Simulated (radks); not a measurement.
Values are calculated unless marked as measured or tabulated.
Species: Ge2+. Configuration: [Ne] 3s2 3p4 3d10 4s2 4d2 (not the ground configuration). Level of theory: Dirac Kohn-Sham, PBE, spin-unpolarised, spherical densities, finite nucleus; open shells are shared between the two j in proportion to 2j + 1; Fermi nuclear charge, rms radius 4.0742 fm (a radial shooting solver on a logarithmic mesh with Libxc functionals). Some entries of the table are withheld. Estimate them.

| orbital | occ. | eigenvalue (eV) | <r> (bohr) |
|---|---|---|---|
| 1s1/2 | 2 | -11023.12 | 0.04699 |
| 2s1/2 | 2 | -1428.662 | 0.2096 |
| 2p1/2 | 2 | -1278.064 | 0.1810 |
| 2p3/2 | 4 | -1246.071 | 0.1846 |
| 3s1/2 | 2 | -219.9016 | 0.6138 |
| 3p1/2 | 1.33333 | (1) | 0.6238 |
| 3p3/2 | 2.66667 | (2) | 0.6334 |
| 3d3/2 | 4 | -79.0906 | 0.6660 |
| 3d5/2 | 6 | -78.4204 | 0.6696 |
| 4s1/2 | 2 | -40.2224 | 1.722 |
| 4p1/2 | 0 | -28.8647 | (3) |
| 4p3/2 | 0 | -28.3809 | (4) |
| 4d3/2 | 0.8 | -13.4485 | 2.883 |
| 4d5/2 | 1.2 | -13.4074 | 2.892 |
| 5s1/2 | 0 | -12.8099 | (5) |

Answer. 
(1) 3p1/2 eigenvalue (eV): -169.6276
(2) 3p3/2 eigenvalue (eV): -165.1338
(3) 4p1/2 <r> (bohr): 1.963
(4) 4p3/2 <r> (bohr): 1.989
(5) 5s1/2 <r> (bohr): 4.015
